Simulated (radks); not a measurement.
Results of a calculation; reference values are marked as such.
Problem. Excited configurations of Zn XXVIII: one electron is placed in a higher orbital outside [He]. The ground configuration is [He] 2s1. Code: a radial shooting solver on a logarithmic mesh with Libxc functionals. Model: Dirac Kohn-Sham, PBE, spin-unpolarised, spherical densities, finite nucleus; open shells fill j = l - 1/2 first; Fermi nuclear charge, rms radius 3.9283 fm. Excitation = E - E(ground); binding = E(ion) - E, where the ion is the core of charge +28; n* = 28/sqrt(2 binding) in atomic units. These energies are relativistic, and a one-electron ion of charge +28 with no core already has n* below n in this formula (Dirac formula, point nucleus: 2p1/2 1.987, 3s1/2 2.984, 3p1/2 2.984, 5p1/2 4.982, 5f5/2 4.996, 6s1/2 5.982, 6d3/2 5.992, 6f5/2 5.996). The quantum defect is therefore taken as that value minus n*, so that it holds no relativistic shift of the bare ion.

outer orbital  excitation (eV)  binding (eV)     n*  quantum defect  eigenvalue (eV)  <r> (bohr)
2p1/2                   57.460        2721.4  1.980           0.007          -2658.3      0.1737
3s1/2                   1556.0        1222.8  2.954           0.031          -1202.3      0.4667
3p1/2                   1571.3        1207.6  2.972           0.012          -1185.4      0.4369
5p1/2                   2345.8        433.09  4.963           0.019          -426.24       1.283
6s1/2                   2476.6        302.21  5.941           0.040          -297.70       1.891
6d3/2                   2480.6        298.24  5.980           0.012          -293.49       1.809
6f5/2                   2481.7        297.17  5.991           0.004          -292.14       1.709

Estimate the row for 5f5/2.

Solution. excitation (eV) 2351.7; binding (eV) 427.18; n* 4.997; quantum defect -0.001; eigenvalue (eV) -419.26; <r> (bohr) 1.122. The Delta-SCF ionisation energy is 2778.8 eV (NIST Atomic Spectra Database: 2782.0 eV, theoretical). Self-interaction in the functional shifts the binding energies and quantum defects, so they are the method's values and not measured ones. Spin polarisation and multiplet splitting are left out, so open shells lie too high by an amount that depends on their filling.

Beside tabulated values, note that spin-unpolarised runs miss the spin-polarisation part of the exchange energy of open shells.
